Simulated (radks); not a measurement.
Values are calculated unless marked as measured or tabulated.
The mean radii <r> (bohr) of the occupied orbitals of an atom or ion are listed with their occupations. Code: a radial shooting solver on a logarithmic mesh with Libxc functionals. Model: scalar-relativistic Kohn-Sham, PBE, spin-polarised, spherical densities, finite nucleus; Fermi nuclear charge, rms radius of each element as measured or else 0.836 A^(1/3) + 0.57 fm.

orbital  occ.      <r>
1s          2  0.05409
2s          2   0.2449
2p          6   0.2153
3s          2   0.7407
3p          6   0.7790
3d          8   0.9690

Name the element and its charge.

Answer. Z = 28, nickel, charge +2: Ni2+ in [Ar] 3d(up 4, down 4). The 1s radius gives Z: for a bare nucleus <r> = (2 gamma + 1)/(2Z) with gamma = sqrt(1 - (Z/c)^2), 0.05282 bohr for Z = 28, and screening makes it slightly larger (0.05409 here). The occupations add up to 26, and the charge is Z minus that.
